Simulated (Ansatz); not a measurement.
Total energies of Si(GeH3)H3 (SiGeH6) from Ansatz at PBE0-D4/def2-TZVP, gas phase (1 Eh = 27.2114 eV = 2625.5 kJ/mol). The reference geometry is relaxed at PBE0-D4/def2-TZVP.

```json
{"state": "charge 0 singlet", "geometry": "reference", "energy (Eh)": "-2369.70935"}
{"state": "charge 1 doublet", "geometry": "reference", "energy (Eh)": "-2369.32679"}
{"state": "charge 1 doublet", "geometry": "relaxed at PBE0-D4/def2-TZVP", "energy (Eh)": "-2369.36198"}
{"state": "free Si atom (triplet)", "geometry": "–", "energy (Eh)": "-289.24943"}
{"state": "free Ge atom (triplet)", "geometry": "–", "energy (Eh)": "-2076.65516"}
{"state": "free H atom (doublet)", "geometry": "–", "energy (Eh)": "-0.50104"}
```

Problem. Work out the vertical ionisation energy to the doublet.

Solution. E(charge 1 doublet) − E(charge 0 singlet) = -2369.32679 − (-2369.70935) = 0.38256 Eh = 10.41 eV. For comparison, −ε of the highest occupied level is 8.30 eV at this level, 2.11 eV less.

Problem. How much does the charge 1 doublet relax, and what is the adiabatic ionisation energy?

Solution. Relaxation: -2369.32679 − (-2369.36198) = 0.03519 Eh = 0.96 eV. Adiabatic ionisation energy: 0.34737 Eh = 9.45 eV, without zero-point energy. 

Problem. What is the binding energy per atom against free atoms?

Solution. Atoms: 1 × (-289.24943) + 1 × (-2076.65516) + 6 × (-0.50104) = -2368.91083 Eh. Binding: -2368.91083 − (-2369.70935) = 0.79852 Eh = 21.73 eV, or 2.72 eV for each of 8 atoms (no zero-point energy, no counterpoise term).
